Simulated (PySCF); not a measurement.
Stepwise substitution at one centre (Si Br-NH2). Isolated molecules, 0 K electronic values unless said otherwise. One relaxed conformer stands for each flexible species; it need not be the lowest. Strings in code marks are SMILES.

Quantity: redistribution energy (mixed species minus the weighted end members), in eV.

A: 2 of 4 Br replaced by NH2: `N[Si](N)(Br)Br`
B: 3 of 4 Br replaced by NH2: `N[Si](N)(N)Br`
C: 1 of 4 Br replaced by NH2: `[Si](Br)(Br)(N)Br`

Q: Order them by redistribution energy (mixed species minus the weighted end members) (lowest first) at the level PBE-D3(BJ)/def2-TZVP // PBE0-D3(BJ)/def2-TZVP (PySCF).

A: A (-0.267 eV), B (-0.203 eV), C (-0.106 eV)
